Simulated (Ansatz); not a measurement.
Input file for Ansatz (an electronic-structure program): R-wB97M-V/def2-TZVPP on Cl4Sn (SMILES [Cl][Sn]([Cl])([Cl])[Cl]). Elements past Kr take the def2 small-core potentials; no spin–orbit coupling.

Ansatz 0.2 input:
```yaml
crystal:
  periodic: [false, false, false]
  atoms:
    - {symbol: Sn, position_ang: [-0.00000000, -0.00000000, 0.00000000]}
    - {symbol: Cl, position_ang: [1.33315168, 1.33315168, 1.33315168]}
    - {symbol: Cl, position_ang: [1.33315168, -1.33315168, -1.33315168]}
    - {symbol: Cl, position_ang: [-1.33315168, 1.33315168, -1.33315168]}
    - {symbol: Cl, position_ang: [-1.33315168, -1.33315168, 1.33315168]}
basis:
  gaussian:
    orbitals: def2-TZVPP
hamiltonian:
  xc: {name: wB97M-V}
scf: {lower_state_search: off}
```

What total energy does the run end on?

-2055.2111 hartree.

How many basis functions does it have, and what does it roughly cost on one machine?

218 functions; very roughly 14 core-seconds.
